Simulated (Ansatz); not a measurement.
Job for Ansatz (a first-principles code): U-PBE0/def2-TZVPP on TaSn, 2S+1 = 4, a spin state set in the input, which need not be the lowest. Elements past Kr take the def2 small-core potentials; no spin–orbit coupling.

Ansatz 0.2 input:
```yaml
crystal:
  periodic: [false, false, false]
  atoms:
    - {symbol: Ta, position_ang: [0.00000000, 0.00000000, 0.00000000]}
    - {symbol: Sn, position_ang: [0.00000000, 0.00000000, 2.93500000]}
basis:
  gaussian:
    orbitals: def2-TZVPP
hamiltonian:
  xc: {name: PBE0}
magnetization: {spin_polarized: true, initial_magnetization: 3}
relax: {f_tol: 0.002, max_steps: 120}
```

Problem. Give the final energy of this run.

Solution. -271.1639 hartree. Its determinant has ⟨S²⟩ = 4.10, a mixture of spin states.

Problem. How many basis functions does it have, and what does it roughly cost on one machine?

Solution. 106 functions; around 2.7 core-minutes (rough).
